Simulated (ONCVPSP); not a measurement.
Potentials for Cl compared

Generated with ld1.x 7.5 (TM, RRKJ, ultrasoft, PAW), atompaw 4.2 or ONCVPSP 4.0.1. The cutoff is in Ry: for ld1.x and atompaw files where the sum of valence levels is converged to 10 mRy in a Bessel basis, for ONCV files where the hardest occupied wave has 1 mHa per electron of residual kinetic energy. The error is the largest all-electron minus pseudo excitation energy over each file’s own four to seven test configurations (ionisations up to +4, promotions, holes and added fractions of an electron), all of which were solved. The labels leave out finer settings (local radius, basis sizes, second energies), which also bear on the numbers. Spin-polarised tests are not counted. The rows are a selection from randomly drawn settings: files with unsolved tests, undetermined cutoffs or missed reference levels are left out.

A true bound ghost makes a file unfit for plane-wave use even where its test errors are small: the radial tests pick states by their node count and pass the ghost by.

```csv
potential,cutoff (Ry),largest error (meV),bound ghosts
"ONCV, PBE, non-relativistic, rc 1.35/1.35 (sp), local p, core correction no, reference 3s2 3p4.5, qcut 4.7/6.4, projectors 2/0",63,+12,none
"ONCV, PBE, scalar-relativistic, rc 1.35/1.50 (sp), local smoothed, core correction yes, reference 3s2 3p4, qcut 5.4/4.5, projectors 2/2",32,-28,none
"ONCV, LDA (Perdew-Zunger), scalar-relativistic, rc 0.85/0.75/0.75 (spd), local d, core correction yes, reference 2s2 2p6 3s1.75 3p5.25, qcut 14.3/18.8/12.4, projectors 2/2/0",290,+6.4,none
"ONCV, PBEsol, scalar-relativistic, rc 1.20/1.05 (sp), local smoothed, core correction no, reference 3s2 3p4, qcut 4.5/9.3, projectors 2/1",79,+55,none
"ONCV, PBE, scalar-relativistic, rc 1.10/1.20/0.95 (spd), local smoothed, core correction yes, reference 3s2 3p5, qcut 6.9/6.8/9.2, projectors 2/1/1",32,+75,s
```

Q: Fill in the row for Cl: ONCV, BLYP, non-relativistic, rc 1.20/1.00/1.30 (spd), local p, core correction no, reference 3s1 3p6, qcut 6.2/8.8/6.6, projectors 2/0/2.

A: cutoff 171 Ry, largest error +117 meV, bound ghosts: none.

Q: Fill in the row for Cl: ONCV, PBEsol, fully relativistic, rc 1.15/1.30 (sp), local smoothed, core correction yes, reference 3s2 3p5, qcut 5.3/7.5, projectors 2/2.

A: cutoff 34 Ry, largest error +42 meV, bound ghosts: none.

Q: Fill in the row for Cl: ONCV, PBEsol, non-relativistic, rc 0.60/0.65/0.70 (spd), local smoothed, core correction yes, reference 2s2 2p6 3s1 3p6, qcut 27.4/22.2/19.1, projectors 3/2/2.

A: cutoff 442 Ry, largest error +23 meV, bound ghosts: none.
